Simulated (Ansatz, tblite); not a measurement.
Forces on B₄F⁻ at its PBE-D4/def2-SVPD geometry. The state is a singlet with charge -1.

The xTB rows come from tblite. The restricted singlet is unstable towards broken spin symmetry at other levels; at B97M-V/def2-TZVPD this wasn't settled. The geometry of the singlet was relaxed on an unsound state (restricted singlet, unstable towards broken spin symmetry at other levels and untested here). The structure comes from a short search, and lower isomers may exist.

GFN2-xTB (tblite), largest force 4.23 eV/Å:

```xyz
5
positions Å, forces eV/Å
B     0.741    0.326    0.059   -3.864   -1.703   -0.310
B    -0.181   -1.011    0.055    0.780    0.223    0.072
B    -1.695   -0.747   -0.135    0.313    0.138    0.025
B    -0.855    0.555   -0.138    0.693    0.426    0.047
F     1.990    0.877    0.159    2.077    0.916    0.166
```

B97M-V/def2-TZVPD (Ansatz), largest force 1.05 eV/Å:

```
B -0.020 -0.009 -0.002
B -0.406 0.750 -0.101
B 0.956 0.421 0.076
B 0.267 -0.811 0.091
F -0.798 -0.352 -0.064
```
